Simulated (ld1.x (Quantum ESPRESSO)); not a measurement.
**Transferability test, TM potential for chlorine (Cl)**

chlorine (Cl), norm-conserving Troullier–Martins (Kleinman–Bylander form), made with ld1.x (Quantum ESPRESSO) 7.5 (PBE, scalar-relativistic). Core [Ne], reference 3s2 3p5. Waves: 3p (bound): rc 1.55 bohr; 3d channel at 0.05 Ry: rc 1.25 bohr; 3s (bound): rc 1.10 bohr. Local part: the s channel. Core correction: a·sin(br)/r model core inside 1.15 bohr.

Energies are relative to the spin-unpolarised reference configuration 3s2 3p5; without spin polarisation the order of configurations can differ from experiment.

```
valence configuration  charge  ΔE all-electron (eV)  error AE − PS (meV)
              3s2 3p4      +1                13.875                 +2.7
              3s2 3p3      +2                39.322                  +21
              3s2 3p1      +4               129.873                 +177
              3s1 3p6       0                12.153                 -0.5
            3s2 3p4.5    +0.5                 5.583                 +0.2
            3s2 3p5.3    -0.3                -2.138                 +0.4
```

Task: What are ΔE and the potential's error for 3s2 3p2?

Result: ΔE = 77.630 eV all-electron; the error (AE − PS) is +72 meV.
